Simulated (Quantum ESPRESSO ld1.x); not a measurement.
Question: The cerium ion Ce6+, 52 electrons, occupied as [Kr] 4d10 5s2 5p4 (the NIST ground configuration). Method: Dirac Kohn-Sham, relativistic LDA (MacDonald-Vosko exchange, VWN5 correlation), spin-unpolarised, spherical densities, point nucleus; open shells are shared between the two j in proportion to 2j + 1; computed with ld1.x of Quantum ESPRESSO 7.5. Some entries of the table are withheld. Estimate them.

| orbital | occ. | eigenvalue (eV) | <1/r> (bohr^-1) |
|---|---|---|---|
| 1s1/2 | 2 | -40066.3 | 63.10 |
| 2s1/2 | 2 | -6487.39 | (1) |
| 2p1/2 | 2 | -6136.75 | 14.87 |
| 2p3/2 | 4 | -5694.81 | 13.48 |
| 3s1/2 | 2 | -1459.53 | 5.371 |
| 3p1/2 | 2 | (2) | 5.289 |
| 3p3/2 | 4 | (3) | 4.940 |
| 3d3/2 | 4 | (4) | 4.810 |
| 3d5/2 | 6 | (5) | 4.722 |
| 4s1/2 | 2 | -355.917 | 2.243 |
| 4p1/2 | 2 | -299.918 | 2.143 |
| 4p3/2 | 4 | -280.836 | 2.028 |
| 4d3/2 | 4 | -188.159 | 1.821 |
| 4d5/2 | 6 | -184.751 | 1.793 |
| 5s1/2 | 2 | -107.155 | 0.9496 |
| 5p1/2 | 1.33333 | -89.7989 | 0.8719 |
| 5p3/2 | 2.66667 | -86.0844 | 0.8357 |

Answer: 
(1) 2s1/2 <1/r> (bohr^-1): 14.88
(2) 3p1/2 eigenvalue (eV): -1309.71
(3) 3p3/2 eigenvalue (eV): -1222.82
(4) 3d3/2 eigenvalue (eV): -958.698
(5) 3d5/2 eigenvalue (eV): -939.948
